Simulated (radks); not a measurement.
Results of a calculation; reference values are marked as such.
The germanium ion Ge2+, configuration [Ar] 3d10 4s2 (the NIST ground configuration).

Code: a radial shooting solver on a logarithmic mesh with Libxc functionals. Model: Dirac Kohn-Sham, PBE, spin-unpolarised, spherical densities, finite nucleus; Fermi nuclear charge, rms radius 4.0742 fm.

Energy parts (eV):
| part | energy |
|---|---|
| total | -57091.628 |
| kinetic | 58302.208 |
| electron-nucleus | -137190.364 |
| Hartree | 23948.845 |
| exchange-correlation | -2152.316 |

Orbitals (lengths in bohr, moments of r in powers of bohr; r(max) is where P^2 peaks):
orbital  occ.  eigenvalue (eV)   r(max)  small-component weight
1s1/2       2        -10977.98  0.03073                1.34e-02
2s1/2       2        -1391.215   0.1761                2.59e-03
2p1/2       2        -1239.682   0.1392                2.58e-03
2p3/2       4        -1207.805   0.1421                2.53e-03
3s1/2       2        -188.3845   0.5425                5.95e-04
3p1/2       2        -138.4206   0.5376                5.44e-04
3p3/2       4        -134.1442   0.5460                5.30e-04
3d3/2       4         -49.5387   0.5020                4.02e-04
3d5/2       6         -48.9511   0.5048                3.97e-04
4s1/2       2         -29.2462    1.671                7.90e-05

The highest occupied level is 4s1/2 at -29.246 eV. Summed over all electrons, <r^2> = 19.63 bohr^2, which gives a Langevin (diamagnetic) susceptibility term of -15.5 x 10^-6 cm^3/mol.
